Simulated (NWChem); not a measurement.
Ionisation of H₄PSi

SMILES: [SiH3][PH]
```xyz
6

Si    -0.9886    -0.3481     0.0849
P      1.1041     0.4855    -0.1142
H     -1.1904    -0.9440     1.4433
H     -1.9794     0.7509    -0.1145
H     -1.2297    -1.4117    -0.9407
H      1.6789    -0.8051     0.1362
```
Charge 0, spin multiplicity 2.

Everything below was run with NWChem. All single points use one geometry, from UPBE0/def2-SVP, a minimum by its harmonic frequencies.

Basis set: def2-TZVP. The species with one electron less has spin multiplicity 1 and keeps the geometry of the parent. Δ marks differences of total energies (open shells unrestricted). −ε marks an orbital energy of the parent. That orbital need not have the symmetry of the hole or added electron in the Δ rows. That singlet is a closed-shell solution.

The correlated methods keep 10 core orbitals frozen. The structure started from a generated list of species. The stability of the SCF solutions was not checked. Open-shell Hartree-Fock references start from PBE0 orbitals.

**Question.** Order these methods by the first vertical ionisation energy they give, lowest first: ΔB2PLYP, G0W0@PBE, Δr2SCAN, −ε(alpha HOMO) of HF.

**Answer.** G0W0@PBE (8.69 eV), ΔB2PLYP (9.36 eV), Δr2SCAN (9.59 eV), −ε(alpha HOMO) of HF (10.17 eV)
